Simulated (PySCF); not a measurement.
Several orderings of computed values.

Species are written as SMILES; each is one conformer at its optimised geometry, gas phase, non-relativistic unless stated; the electronic structure was computed with PySCF and density fitting.

The conformers computed, where there is a choice (atom-mapped SMILES and torsion angles):
- `[CH3:1][CH2:2][O:3][Si@H:4]1[CH:5]=[CH:6][CH:7]=[C:8]1[F:9]`: C1–C2–O3–Si4 -175°, C2–O3–Si4–C5 -175°
- `[N:1]#[C:2][CH2:3][CH2:4][CH2:5][CH2:6][C:7]#[N:8]`: C2–C3–C4–C5 -61°, C3–C4–C5–C6 180°, C4–C5–C6–C7 61°
- `[CH3:1][SiH2:2]/[CH:3]=[C:4](\[SiH3:5])[C:6]([F:7])([F:8])[F:9]`: C1–Si2–C3–C4 95°, C3–C4–C6–F7 -4°
- `[SiH3:1][SiH2:2][CH2:3][Cl:4]`: Si1–Si2–C3–Cl4 180°
- `[F:1][C:2]([F:3])([F:4])[CH2:5][CH:6]1[SiH2:7][CH2:8][SiH2:9]1`: F1–C2–C5–C6 62°, C2–C5–C6–Si7 176°
- `[CH3:1][NH:2][c:3]1[cH:4][cH:5][cH:6][cH:7][n:8]1`: C1–N2–C3–C4 6°
- `[CH3:1][Si@H:2]1[CH2:3][Si@@H:4]([C:5]([F:6])([F:7])[F:8])[CH2:9]1`: C3–Si4–C5–F6 169°

The conformers of `FC(F)(F)C1C[SiH2][SiH2]C1` and `CC#C[Si@@H]1OCC[C@@H]1F` aren't listed.

Question: Rank by static isotropic polarisability, highest first (B3LYP/def2-SVPD at PBE0-D3(BJ)/def2-SVP geometries).
A. `FC(F)(F)C1C[SiH2][SiH2]C1`
B. `C[SiH2]/C=C(\[SiH3])C(F)(F)F`
C. `CCO[Si@H]1C=CC=C1F`
D. `CC#C[Si@@H]1OCC[C@@H]1F`
E. `N#CCCCCC#N`
F. `[PH4+]`

Answer: B (106.7 au), A (103.5 au), D (100.6 au), C (98.6 au), E (78.0 au), F (21.0 au).

Q: By how much do the two ends of that ranking differ?

A: By 85.7 au, between `C[SiH2]/C=C(\[SiH3])C(F)(F)F` and `[PH4+]`.

Question: Rank by smallest rotational constant, highest first (PBE0-D3(BJ)/def2-SVP).
A. `[SiH3][SiH2]CCl`
B. `FC(F)(F)CC1[SiH2]C[SiH2]1`
C. `N#CCCCCC#N`
D. `CCO[Si@H]1C=CC=C1F`
E. `CNC1=CC=CC=N1`
F. `C/C=C(\F)C#N`

Answer: F (1.815 GHz), E (1.217 GHz), A (1.042 GHz), C (0.772 GHz), D (0.698 GHz), B (0.572 GHz).

Q: Give the two extremes of that set in cm⁻¹.

A: `FC(F)(F)CC1[SiH2]C[SiH2]1`: 0.0191 cm⁻¹; `C/C=C(\F)C#N`: 0.0605 cm⁻¹.

Question: Rank by vertical ionisation energy, lowest first (ΔSCF B3LYP/def2-SVPD at PBE0-D3(BJ)/def2-SVP geometries).
A. `C1(C[SiH2][SiH2]C1)C(F)(F)F`
B. `CCO[Si@H]1C=CC=C1F`
C. `[PH4+]`
D. `N#CCCCCC#N`
E. `CC#C[Si@@H]1OCC[C@@H]1F`
F. `C/C=C(\F)C#N`
G. `C(F)(F)(F)CC1[SiH2]C[SiH2]1`

Answer: B (8.59 eV), E (9.22 eV), A (9.58 eV), G (9.68 eV), F (10.15 eV), D (11.24 eV), C (22.10 eV).

Question: Rank by dipole moment, highest first (B3LYP/def2-SVPD at PBE0-D3(BJ)/def2-SVP geometries).
A. `CCO[Si@H]1C=CC=C1F`
B. `N#CCCCCC#N`
C. `C[SiH2]/C=C(\[SiH3])C(F)(F)F`
D. `FC(F)(F)CC1[SiH2]C[SiH2]1`
E. `C/C=C(\F)C#N`

Answer: E (4.28 D), C (2.64 D), D (2.38 D), A (0.53 D), B (0.00 D).

Q: Give the two extremes of that set in atomic units.

A: `N#CCCCCC#N`: 0.00 au; `C/C=C(\F)C#N`: 1.69 au.

Question: Rank by electronic spatial extent ⟨r²⟩ about the centre of nuclear charge, highest first (B3LYP/def2-SVPD at PBE0-D3(BJ)/def2-SVP geometries).
A. `C[Si@H]1C[Si@@H](C(F)(F)F)C1`
B. `C[SiH2]/C=C(\[SiH3])C(F)(F)F`
C. `[PH4+]`
D. `[SiH2]1C[SiH2]C1CC(F)(F)F`

Answer: B (2063 bohr²), D (1937 bohr²), A (1693 bohr²), C (52 bohr²).

Q: By how much do the two ends of that ranking differ?

A: By 2011 bohr², between `C[SiH2]/C=C(\[SiH3])C(F)(F)F` and `[PH4+]`.

Question: Rank by lowest triplet excitation (Tamm–Dancoff), highest first (TDA B3LYP/def2-SVPD at PBE0-D3(BJ)/def2-SVP geometries).
A. `FC(F)(F)CC1[SiH2]C[SiH2]1`
B. `C/C=C(\F)C#N`
C. `CCO[Si@H]1C=CC=C1F`
D. `[PH4+]`
E. `C[SiH2]/C=C(\[SiH3])C(F)(F)F`
F. `C(CC#N)CCC#N`

Answer: D (9.83 eV), F (6.32 eV), A (6.08 eV), E (3.96 eV), B (3.65 eV), C (2.45 eV).

Q: By how much do the two ends of that ranking differ?

A: By 7.38 eV, between `[PH4+]` and `CCO[Si@H]1C=CC=C1F`.
